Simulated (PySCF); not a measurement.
Ga(H)(Me)(OMe) (C2H7GaO), SMILES [CH3][GaH][O]C.

Geometry: r2SCAN-D4/def2-SVP. The structure was generated by enumeration; whether it is a known compound was not checked. The values are those of a single conformer.

Two levels are set side by side: TDDFT-PBE/def2-SVPD (PySCF) and TDDFT-ωB97X/def2-SVPD (PySCF). Vertical, same geometry. The lowest singlet is HOMO−1→LUMO 100 % with PBE and HOMO−1→LUMO 89 % with the other functional; states are paired by order. Differences are taken from unrounded values.

| quantity | TDDFT-ωB97X |
|---|---|
| lowest singlet excitation (eV) | 5.92 |
| lowest triplet excitation (TDA) (eV) | 5.68 |
| first bright state (f over 0.05) (eV) | 6.45 |
| its oscillator strength | 0.07 |

Task: What does TDDFT-PBE give, and how far is it from TDDFT-ωB97X? (An estimate is asked for; the answer gives what the named calculation found.)

Result: 
```
quantity                               TDDFT-PBE  TDDFT-PBE minus TDDFT-ωB97X
-------------------------------------  ---------  ---------------------------
lowest singlet excitation (eV)              4.90                        -1.02
lowest triplet excitation (TDA) (eV)        4.37                        -1.31
first bright state (f over 0.05) (eV)       5.17                        -1.28
its oscillator strength                     0.07                         0.00
```

Functionals without exact exchange tend to place singlet excitations lower, as here. Differences between two approximate levels are no errors against the true value.

Rough cost on one machine, each run with all the roots and properties that it gave: TDDFT-ωB97X against TDDFT-PBE about 8 times.
